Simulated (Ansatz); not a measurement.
Cost and result for the atomization energy of `C=[C]([GeH3])[InH2]` (11 atoms, 10 bonds).

Cartesian coordinates in Å:
```
C -1.176 0.889 -0.667
C -0.241 0.098 -0.133
Ge 1.333 0.894 0.679
In -0.569 -2.023 -0.224
H -1.098 1.978 -0.668
H -2.079 0.498 -1.135
H 2.607 0.396 -0.030
H 1.434 0.481 2.160
H 1.263 2.432 0.581
H -2.040 -2.501 -0.994
H 0.566 -3.142 0.431
```

Charge 0, multiplicity 1. Correlated methods include outer-core shells of Ge, In, which these sets cover unevenly. Scalar relativity is left out up to krypton. In: def2 effective core potential. Geometry: relaxed with PBE0-D4/def2-TZVP. Program: Ansatz. All runs use 4 threads of an AMD EPYC 7B13 on a shared host. Times are those of one run each, without the atoms' runs, and a repeat can differ threefold. Electronic energies, without spin–orbit coupling; frozen cores. CCSD(T)/CBS adds CCSD(T) − MP2 in def2-TZVPP to the MP2 limit, and its time is that of the two runs behind it. T1 = 0.013. With those shells the extrapolation isn't a true limit.

CCSD(T)/CBS is a level of theory with its own doubt, some kJ/mol a heavy atom from the limit and from the frozen cores, so smaller differences don't rank the functionals.

```csv
level,functions,wall time,atomization (kJ/mol),difference from CCSD(T)/CBS,per bond
LDA (SPW92)/def2-TZVPP,258,1.5 s,3805.8,434.0,43.4
revPBE-D4/def2-TZVPP,258,2 s,3297.3,-74.5,-7.5
BLYP-D4/def2-TZVPP,258,2.5 s,3307.5,-64.3,-6.4
BHLYP-D4/def2-TZVPP,258,3.5 s,3277.3,-94.5,-9.5
PBE0-D4/def2-TZVPP,258,3.6 s,3341.7,-30.1,-3.0
CAM-B3LYP-D4/def2-TZVPP,258,4.1 s,3360.0,-11.8,-1.2
r2SCAN-D4/def2-TZVPP (with forces),258,4.6 s,3360.7,-11.1,-1.1
PBE-QIDH/def2-TZVPP,258,6.5 s,3337.2,-34.6,-3.5
ωB97X-V/def2-TZVPP,258,8 s,3376.9,5.1,0.5
CCSD(T)/def2-SVP,121,9.5 s,3192.4,-179.4,-17.9
MP2/def2-QZVPP,495,26 s,3335.8,-36.0,-3.6
CCSD(T)/def2-TZVPP,258,3.7 min,3308.8,-63.0,-6.3
CCSD(T)/CBS(def2),–,4.1 min,3371.8,0.0,0.0
```

Leaving LDA and LC-ωPBE aside and taking each functional with its dispersion term where it has one, the values, not all of them listed here, spread over 114.9 kJ/mol, from BHLYP-D4 to B97M-V. LDA lies +459.7 kJ/mol from PBE without D4, its usual overbinding. From BLYP to BHLYP (50 % exact exchange), in def2-TZVPP and without D4, the atomization energy moves by −12.5 kJ/mol: exact exchange takes away binding that semilocal exchange gives to molecules. At CCSD(T), def2-SVP lies −179.5 kJ/mol from the extrapolated value and def2-TZVPP −63.1 kJ/mol: correlation converges slowly with the basis, and small sets miss more of it in the bonded molecule than in its fragments.

Spin–orbit coupling would lower the free In atoms strongly, and the atomization energy with them, by more than many differences here. For some Ge, Se and Sn compounds the MP2-based and the directly extrapolated limit differ by 10 to 25 kJ/mol.
